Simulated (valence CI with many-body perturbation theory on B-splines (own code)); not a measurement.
# Os³⁵⁺: what the settings do

Computed by valence CI with perturbative core correlation (CI+MBPT): five valence electrons over a frozen Dirac-Fock core [Kr], radial functions for each j: 6 s, 6 p, 5 d, 5 f, 1 g, with the one-electron correlation potential Σ1 (screened to all orders), the two-electron term Σ2, the three-electron term Σ3, Breit, model QED; selected single and double excitations, second order for the rest, scaled by the run's own slope (own B-spline code, finite nucleus).

No measured spectrum was set against this ion. As an estimate, large intervals hold to a few tenths of a per cent, small ones and those within an open d or f shell to about a per cent. Only levels of the ground parity were solved; by the run's estimate the other parity begins above the list, which can be wrong where configurations are misplaced.

The reference run has the lowest level (4d3/2^4 4d5/2) J=5/2 and an ionisation energy of 1529.03 eV. Its largest variational space holds 9999 state functions.

Levels are named by their leading jj configuration (3d3/2^4 stands for four electrons in 3d with j = 3/2), which in mixed levels can hold well under half, so a name can repeat and another be missing. Letters in brackets count levels of one name in rising energy.

Changed runs:
A. Breit term on → off; QED terms on → off; three-electron term on → off
B. cutoff of virtual states (hartree) 11552 → 89000; Breit term on → off; QED terms on → off
C. core polarisation of operators on → off
D. scale of Σ1 1 → 0 (bad on purpose)

Excitation energies of the reference run in cm⁻¹, and shifts in cm⁻¹:

```
                      Level  Reference      A      B  C      D
(4d3/2^3 4d5/2^2) J=5/2 [a]     122700  +1635  +2671  0   -762
(4d3/2^3 4d5/2^2) J=7/2 [a]     161595  +3325  +3078  0   -755
(4d3/2^3 4d5/2^2) J=3/2 [a]     165927  +3022  +2502  0   -756
   (4d3/2^3 4d5/2^2) J=11/2     169775  +4429  +4107  0   -776
    (4d3/2^3 4d5/2^2) J=9/2     182812  +4149  +3578  0   -785
(4d3/2^3 4d5/2^2) J=5/2 [b]     191823  +3942  +3185  0   -801
    (4d3/2^3 4d5/2^2) J=1/2     199785  +3774  +2854  0   -824
(4d3/2^3 4d5/2^2) J=7/2 [b]     207323  +5001  +3167  0   -777
(4d3/2^3 4d5/2^2) J=3/2 [b]     254836  +4661  +2831  0   -851
(4d3/2^2 4d5/2^3) J=5/2 [a]     283150  +4842  +5184  0  -1479
(4d3/2^2 4d5/2^3) J=7/2 [a]     308387  +6067  +5867  0  -1536
   (4d3/2^2 4d5/2^3) J=11/2     313877  +6968  +6795  0  -1554
     Ionisation energy (eV)    1529.03  +0.38  +0.47  0  -2.63
```

No effect on these energies: C.
